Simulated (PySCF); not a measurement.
Compound: TiEt2Cl2, C₄H₁₀Cl₂Ti (singlet state).
Bonds: Ti1–C2, Ti1–C9, Ti1–Cl16, Ti1–Cl17, C2–C3, C9–C10. Hydrogens: H4, H5 on C2; H6, H7, H8 on C3; H11, H12 on C9; H13, H14, H15 on C10.

Method: PBE0-D3(BJ)/def2-SVP geometry optimisation, gas phase in PySCF; density fitting, grid level 1; the optimiser is geomeTRIC in internal coordinates, started from a GFN2-xTB structure with every atom displaced at random (about 0.03 Å).

Step 1: E = -52442.8568 eV
```
atom  x, y, z in Å  |  force x, y, z in eV/Å
Ti1    -0.3840   -0.0786   -0.3131   -0.021   0.866   0.186
C2     -0.3790   -0.0437    1.7149   -0.571  -0.250   0.172
C3     -1.8505    0.1120    2.1648    0.888   0.081   0.128
H4      0.2684    0.7667    2.0800    0.047   0.208  -0.074
H5      0.0548   -0.9950    2.0783   -0.010  -0.028  -0.127
H6     -1.8992    0.0984    3.2657   -0.113  -0.073   0.040
H7     -2.2531    1.0808    1.8403   -0.169  -0.067  -0.118
H8     -2.4626   -0.7156    1.7848   -0.191   0.045  -0.042
C9      1.5647   -0.0251   -0.8479    0.316  -0.315  -0.696
C10     1.4742   -0.0231   -2.3828   -0.239   0.277   0.017
H11     2.0704   -0.9464   -0.5007   -0.086   0.051   0.173
H12     2.1253    0.8514   -0.4851   -0.155   0.033   0.194
H13     2.4622   -0.0014   -2.8710    0.063  -0.097   0.078
H14     0.9258   -0.8961   -2.7718    0.090  -0.061   0.020
H15     0.9353    0.8704   -2.7454    0.052  -0.039   0.023
Cl16   -1.3022    1.8402   -0.9589    0.172  -0.206   0.104
Cl17   -1.3790   -1.8955   -0.9918   -0.075  -0.424  -0.078
```

Step 2: E = -52442.9179 eV
```
atom  x, y, z in Å  |  force x, y, z in eV/Å
Ti1    -0.3976   -0.0621   -0.3240    0.024   0.148   0.110
C2     -0.3932   -0.0399    1.7032   -0.251  -0.143   0.061
C3     -1.8323    0.1132    2.1901    0.070  -0.009   0.058
H4      0.2593    0.7801    2.0433    0.064   0.103  -0.047
H5      0.0531   -0.9958    2.0364    0.032  -0.006  -0.077
H6     -1.8774    0.0881    3.2922   -0.042  -0.012   0.017
H7     -2.2683    1.0726    1.8685   -0.008  -0.067  -0.012
H8     -2.4783   -0.7027    1.8209    0.042   0.093   0.014
C9      1.5567   -0.0297   -0.8659    0.036  -0.176  -0.291
C10     1.4842   -0.0185   -2.3929    0.092   0.136  -0.074
H11     2.0396   -0.9469   -0.4806   -0.052   0.001   0.048
H12     2.0910    0.8460   -0.4613   -0.110   0.042   0.070
H13     2.4879   -0.0064   -2.8568   -0.052  -0.040   0.056
H14     0.9534   -0.8979   -2.7910    0.026  -0.031   0.024
H15     0.9556    0.8761   -2.7639    0.040  -0.035   0.017
Cl16   -1.2873    1.8435   -0.9629    0.027   0.083   0.006
Cl17   -1.3750   -1.9202   -0.9949    0.063  -0.087   0.019
```

Step 3: E = -52442.9415 eV
```
atom  x, y, z in Å  |  force x, y, z in eV/Å
Ti1    -0.4141   -0.0444   -0.3376   -0.052  -0.119   0.081
C2     -0.4131   -0.0332    1.6919   -0.077  -0.016  -0.039
C3     -1.8272    0.1101    2.2277   -0.247  -0.067   0.028
H4      0.2492    0.7951    2.0025    0.023   0.006  -0.022
H5      0.0549   -0.9906    1.9880    0.037   0.000  -0.016
H6     -1.8564    0.0735    3.3310    0.026   0.019  -0.008
H7     -2.2910    1.0610    1.9189    0.069  -0.010   0.019
H8     -2.4890   -0.6997    1.8695    0.114   0.053   0.019
C9      1.5388   -0.0352   -0.8867   -0.116  -0.072  -0.035
C10     1.5080   -0.0186   -2.4087    0.216  -0.011  -0.091
H11     1.9949   -0.9507   -0.4678   -0.007  -0.025  -0.023
H12     2.0422    0.8414   -0.4442   -0.046   0.044  -0.007
H13     2.5251   -0.0183   -2.8422   -0.043   0.001   0.033
H14     0.9921   -0.9025   -2.8158   -0.020   0.005   0.011
H15     0.9961    0.8768   -2.7950    0.001  -0.003   0.005
Cl16   -1.2771    1.8707   -0.9759    0.007   0.094  -0.010
Cl17   -1.3621   -1.9361   -0.9954    0.113   0.098   0.055
```

Step 4: E = -52442.9528 eV
```
atom  x, y, z in Å  |  force x, y, z in eV/Å
Ti1    -0.4326   -0.0292   -0.3476   -0.103  -0.153   0.055
C2     -0.4357   -0.0259    1.6811    0.027   0.021  -0.089
C3     -1.8297    0.1043    2.2625   -0.245  -0.064   0.013
H4      0.2338    0.8077    1.9664    0.002  -0.018   0.011
H5      0.0541   -0.9813    1.9483    0.026   0.005   0.022
H6     -1.8295    0.0619    3.3659    0.036   0.028  -0.014
H7     -2.3091    1.0513    1.9683    0.059   0.020   0.024
H8     -2.4931   -0.7073    1.9166    0.077   0.011   0.012
C9      1.5161   -0.0403   -0.9042   -0.151  -0.018   0.052
C10     1.5360   -0.0218   -2.4234    0.185  -0.071  -0.070
H11     1.9508   -0.9562   -0.4642    0.027  -0.016  -0.035
H12     1.9932    0.8394   -0.4369    0.008   0.026  -0.035
H13     2.5646   -0.0316   -2.8257   -0.004   0.021   0.028
H14     1.0288   -0.9059   -2.8411   -0.035   0.023  -0.003
H15     1.0410    0.8752   -2.8253   -0.014   0.010  -0.003
Cl16   -1.2690    1.9000   -0.9878    0.013   0.043  -0.007
Cl17   -1.3482   -1.9408   -0.9928    0.090   0.133   0.041
```

Problem. Estimate the geometry and energy of step 5. (The exact step hangs on the optimiser's Hessian estimate; all steps are aligned on step 4, rigid shifts and turns removed.)

Solution. E = -52442.9593 eV, largest force 0.128 eV/Å
```
atom  x, y, z in Å  |  force x, y, z in eV/Å
Ti1    -0.4523   -0.0179   -0.3547   -0.091  -0.081   0.040
C2     -0.4575   -0.0192    1.6723    0.063   0.028  -0.072
C3     -1.8366    0.0970    2.2931   -0.077  -0.025  -0.006
H4      0.2150    0.8193    1.9399   -0.020  -0.024   0.026
H5      0.0519   -0.9698    1.9225    0.008   0.009   0.034
H6     -1.8012    0.0557    3.3957    0.016   0.018  -0.008
H7     -2.3258    1.0424    2.0130    0.015   0.023   0.011
H8     -2.4955   -0.7214    1.9626    0.007  -0.019   0.001
C9      1.4923   -0.0452   -0.9199   -0.114   0.004   0.037
C10     1.5642   -0.0268   -2.4369    0.076  -0.063  -0.041
H11     1.9145   -0.9621   -0.4691    0.040   0.007  -0.010
H12     1.9521    0.8382   -0.4402    0.038  -0.001  -0.024
H13     2.6036   -0.0438   -2.8070    0.025   0.021   0.029
H14     1.0611   -0.9068   -2.8680   -0.023   0.022  -0.010
H15     1.0858    0.8728   -2.8529   -0.008   0.010  -0.004
Cl16   -1.2620    1.9244   -0.9976    0.013  -0.008  -0.002
Cl17   -1.3384   -1.9373   -0.9926    0.031   0.077   0.002
```

The energy changes by -0.0064 eV. The first-order estimate −F·Δx gives -0.0117 eV and the mean of the old and new forces, exact on a quadratic surface, -0.0073 eV. The step makes an angle of 81° with the force vector and moves no atom by more than 0.053 Å.

The cost below is that of the whole optimisation. Hardware: an Intel Xeon at 2.50 GHz with one thread, no GPU, shared host with 64 logical CPUs at a one-minute load of 58. Cost: 19 min wall, 14 min CPU, 0.75 GiB resident at most.
